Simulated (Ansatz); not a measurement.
`SCCCS` + `O[SiH2]S` → `SCO[SiH2]S` + `CCS`  (substitution at a C–C bond)

Gas-phase electronic energies from Ansatz, PBE0-D4/def2-TZVP geometries. CCSD(T)/CBS adds triple-zeta CCSD(T) − MP2 to the extrapolated MP2 energy (def2 sets, frozen cores). Functionals use def2-TZVPP. B3LYP here is the variant with VWN-RPA as its local correlation; programs differ in this. Each species was taken in one conformer, which may not be the lowest.

Q: Is it downhill or uphill in electronic energy at CCSD(T)/CBS, and by how much? (Best estimate.)

A: Computed: Uphill: ΔE = +0.49 eV.

Q: What do these levels give: B3LYP-D4, ωB97X-V, PBE0, MP2/def2-TZVPP, MP2/def2-QZVPP, CCSD/CBS(def2)? (Estimate.)

A: Ansatz gave: B3LYP-D4 0.36, ωB97X-V 0.42, PBE0 0.45, MP2/def2-TZVPP 0.53, MP2/def2-QZVPP 0.54, CCSD/CBS(def2) 0.50 eV.

Largest T1 diagnostic among the species: 0.012.

In def2-TZVPP, CCSD(T) changes the Hartree–Fock value by +0.05 eV (the triples alone add −0.01 eV) and MP2 by +0.11 eV. From PBE to PBE0 (25 % exact exchange), in def2-TZVPP and without D4, ΔE moves by +0.05 eV.
